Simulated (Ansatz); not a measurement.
Problem. Name a neutral molecule of B, C, N, O and H with size of the dipole moment (B3LYP/def2-TZVPP) between 2.05 and 2.35 D and size of the dipole moment (ωB97M-V/def2-TZVPP) between 2.05 and 2.35 D (Ansatz, PBE0-D4/def2-TZVP geometry).

Solution. `BOC(=C)N` (2.17 D, 2.14 D); `BOC=N` (2.15 D, 2.19 D); `CC(=N)BO` (2.12 D, 2.13 D); `BNCOC` (2.27 D, 2.28 D); `CBOCN` (2.13 D, 2.15 D); `CB(O)CN` (2.08 D, 2.10 D). Other molecules can fit too; these were computed, each in one conformer that needn't be the lowest.

B3LYP here is the variant with VWN-RPA as its local correlation; programs differ in this.
